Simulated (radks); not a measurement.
Question: Radial electron density D(r) = 4 pi r^2 rho(r) of an atom or ion with 28 electrons. All-electron calculation, scalar-relativistic Kohn-Sham, LDA (Slater exchange, VWN5 correlation), spin-polarised, spherical densities, finite nucleus; Fermi nuclear charge, rms radius of each element as measured or else 0.836 A^(1/3) + 0.57 fm. Program: a radial shooting solver on a logarithmic mesh with Libxc functionals.

| r (bohr) | D(r) (e/bohr) |
|---|---|
| 0.003585 | 8.124 |
| 0.004009 | 9.689 |
| 0.004485 | 11.50 |
| 0.005016 | 13.60 |
| 0.00561 | 15.98 |
| 0.006275 | 18.67 |
| 0.007019 | 21.67 |
| 0.007851 | 24.96 |
| 0.008781 | 28.51 |
| 0.009822 | 32.27 |
| 0.01099 | 36.14 |
| 0.01229 | 40.02 |
| 0.01374 | 43.77 |
| 0.01537 | 47.21 |
| 0.0172 | 50.15 |
| 0.01923 | 52.42 |
| 0.02151 | 53.85 |
| 0.02406 | 54.35 |
| 0.02691 | 53.91 |
| 0.0301 | 52.62 |
| 0.03367 | 50.76 |
| 0.03766 | 48.69 |
| 0.04246 | 46.82 |
| 0.0475 | 45.96 |
| 0.05312 | 46.42 |
| 0.05942 | 48.44 |
| 0.06646 | 51.96 |
| 0.07434 | 56.50 |
| 0.08315 | 61.24 |
| 0.093 | 65.11 |
| 0.104 | 67.07 |
| 0.1164 | 66.39 |
| 0.1301 | 62.97 |
| 0.1456 | 57.47 |
| 0.1628 | 51.22 |
| 0.1821 | 45.86 |
| 0.2037 | 42.78 |
| 0.2278 | 42.60 |
| 0.2548 | 44.83 |
| 0.285 | 47.99 |
| 0.3188 | 50.15 |
| 0.3566 | 49.66 |
| 0.3989 | 45.77 |
| 0.4461 | 38.86 |
| 0.499 | 30.16 |
| 0.5582 | 21.26 |
| 0.6243 | 13.53 |
| 0.6983 | 7.700 |
| 0.781 | 3.887 |
| 0.8736 | 1.721 |
| 0.9771 | 0.6604 |
| 1.093 | 0.2165 |
| 1.222 | 0.05972 |
| 1.367 | 0.01360 |

What is the nuclear charge?

Answer: Z = 43. The innermost maximum, from 1s, lies near gamma/Z bohr with gamma = sqrt(1 - (Z/c)^2) = 0.949, here 0.0221 bohr (found: 0.0241), and its height grows with Z. The density is that of the technetium ion Tc15+ in [Ar] 3d10; the configuration itself is not fixed sharply by these data, and Z only to a few units. D(r) has 3 maxima, at r = 0.0241, 0.107, 0.332 bohr, and minima at 0.0486, 0.217 bohr, inside which lie 2.04, 11.24 electrons.
